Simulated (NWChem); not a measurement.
Molecule: C$_{2}$H$_{5}$ClGe; SMILES [GeH2]([Cl])[CH]=C

```xyz
9

Ge    -0.7425    -0.0216     0.0000
Cl     0.8001    -1.5504     0.0000
C      0.1481     1.6944     0.0000
C      1.4755     1.8328     0.0000
H     -1.5915    -0.2424     1.2622
H     -1.5915    -0.2424    -1.2622
H     -0.4911     2.5870     0.0000
H      1.9511     2.8198     0.0000
H      2.1404     0.9620     0.0000
```
Atoms are numbered in this order, from 1.

Program: NWChem. Geometry: optimised at PBE0/def2-SVP. Total energies compare along this basis series because the functional is fixed.

| level | basis functions | energy (Ha) | highest occupied level (eV) | orbital gap (eV) | dipole (D) |
|---|---|---|---|---|---|
| PBE0/pcseg-1 | 98 | -2615.6476 | -8.25 | 7.64 | 2.42 |
| PBE0/aug-pcseg-1 | 154 | -2615.6536 | -8.22 | 7.52 | 2.29 |
| PBE0/pcseg-2 | 207 | -2616.0103 | -8.22 | 7.54 | 2.30 |
| PBE0/STO-3G | 42 | -2586.1058 | -5.87 | 8.86 | 2.76 |
| PBE0/def2-SVP | 103 | -2615.4593 | -8.13 | 7.69 | 2.16 |
